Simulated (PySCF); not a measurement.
**OsS₂⁺: from structure and modes to constants**

All numbers come from UPBE/[Os def2-SVP with ECP60, S def2-SVP], scalar-relativistic core potentials, density fitting, no spin–orbit coupling, PySCF.

The doublet minimum has C2v symmetry. Masses (u): Os 191.96148, S 31.97207.

```xyz
3
charge 1 multiplicity 2, angstrom
Os    0.2951    0.0000    0.0000
S    -0.8875    0.0000    1.6878
S    -0.8875    0.0000   -1.6878
```

Harmonic wavenumbers (cm⁻¹): 205.5 (a1, ×1), 545.3 (b2, ×1), 559.5 (a1, ×1).

Find the principal moments of inertia and the rotational constants. What kind of rotor is it?

About the centre of mass I = 67.081, 182.16, 249.24 u Å². With B = 16.8576/I this gives 0.2513, 0.09254, 0.06764 cm⁻¹. The molecule is an asymmetric top with κ = -0.73.

What is the harmonic zero-point energy?

Half the sum of all 3 wavenumbers, 1310/2 = 655 cm⁻¹, which is 7.8 kJ/mol (1 cm⁻¹ = 0.0119627 kJ/mol).

Find the vibrational entropy and heat capacity at 298.15 K.

With u = 1.43878 ω/T, each mode gives S = R[u/(eᵘ−1) − ln(1−e⁻ᵘ)] and C = R u² eᵘ/(eᵘ−1)².
```tsv
ω (cm⁻¹)	u	S (J/(mol K))	C (J/(mol K))
205.5	0.992	8.72	7.67
545.3	2.632	2.32	4.81
559.5	2.700	2.20	4.68
```
The sums over all modes are S = 13.2 and C = 17.2 J/(mol K); the softest mode gives 66 % of the entropy.

Give the standard entropy (298.15 K, 1 bar) by its translational, rotational, vibrational and spin parts, and Cp.

Sackur–Tetrode with M = 255.91 u gives 178.0; rotation with symmetry number 2 gives 104.8; vibration 13.2; spin R ln 2 = 5.8. The total is 301.8 J/(mol K), and Cp = 4 R + 17.2 = 50.4 J/(mol K).

Other isomers or separated fragments may lie lower. Open d and f shells are described by one determinant, and the ground state may have another occupation or spin. Spin–orbit coupling, left out here, can matter for elements this heavy.
